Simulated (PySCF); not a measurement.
Cost against size for one kind of job: PBE0-D3(BJ)/def2-SVP geometry optimisation, gas phase in PySCF 2.14.0; work: geometry optimisation from a GFN2-xTB start shaken at random. Hardware: one thread of an Arm Neoverse N1, no GPU, on a shared host. The host was shared with other jobs, so the times are rough. Peak memory is the resident size of the whole Python process, interpreter and libraries included.

```
species (SMILES)  atoms  electrons  basis functions  SCF cycles  gradient evaluations  wall time  peak memory
   C/C=N/[SiH2]O     12         48              109          89                    13       86 s     0.45 GiB
     C=CO[SiH2]N     12         48              109         145                    20    1.9 min     0.45 GiB
   C=C1C=C1C(F)F     11         52              118          67                    10       81 s     0.50 GiB
   FC(F)C=C1C=C1     11         52              118          49                     7       56 s     0.50 GiB
    C=C=C=CC(F)F     11         52              118          53                     7       49 s     0.47 GiB
     FC1=CCC=C1F     11         52              118          55                     8          ?            ?
```

Question: Estimate the withheld figures.

Answer: `FC1=CCC=C1F`: 67 s, 0.52 GiB.

Question: Which species took longest, and how many times the shortest run?

Answer: `C=CO[SiH2]N`, at 1.9 min: about 2.3 times the shortest (49 s).
